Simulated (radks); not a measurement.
All-electron atom: neutral cobalt in [Ar] 3d6 4s1 4p2 (not the ground configuration).

Method: Dirac Kohn-Sham, LDA (Slater exchange, Perdew-Wang correlation), spin-unpolarised, spherical densities, finite nucleus; open shells fill j = l - 1/2 first; Fermi nuclear charge, rms radius 3.7875 fm; computed with a radial shooting solver on a logarithmic mesh with Libxc functionals.

Energy parts (eV):
part                      energy
total                 -37831.100
kinetic                38383.736
electron-nucleus      -90558.719
Hartree                15882.722
exchange-correlation   -1538.839

Orbitals (lengths in bohr, moments of r in powers of bohr; <r^-3> diverges for s and p1/2):
| orbital | occ. | eigenvalue (eV) | <r^-3> | <r^4> | <r> |
|---|---|---|---|---|---|
| 1s1/2 | 2 | -7584.469 | - | 0.00004666 | 0.05628 |
| 2s1/2 | 2 | -907.0653 | - | 0.01043 | 0.2559 |
| 2p1/2 | 2 | -789.2640 | - | 0.007641 | 0.2231 |
| 2p3/2 | 4 | -774.4841 | 533.9 | 0.008006 | 0.2262 |
| 3s1/2 | 2 | -111.2056 | - | 0.7600 | 0.7702 |
| 3p1/2 | 2 | -75.9482 | - | 1.004 | 0.8016 |
| 3p3/2 | 4 | -74.0457 | 69.18 | 1.052 | 0.8111 |
| 3d3/2 | 4 | -16.9377 | 6.625 | 3.837 | 0.9722 |
| 3d5/2 | 2 | -16.7225 | 6.497 | 3.922 | 0.9771 |
| 4s1/2 | 1 | -8.7851 | - | 97.07 | 2.568 |
| 4p1/2 | 2 | -3.4095 | - | 348.9 | 3.418 |
| 4p3/2 | 0 | -3.3161 | 3.411 | 367.0 | 3.463 |

The highest occupied level is 4p1/2 at -3.410 eV. The density falls to 0.001 e/bohr^3 at r = 4.81 bohr. Summed over all electrons, <r^2> = 49.13 bohr^2, which gives a Langevin (diamagnetic) susceptibility term of -38.9 x 10^-6 cm^3/mol.
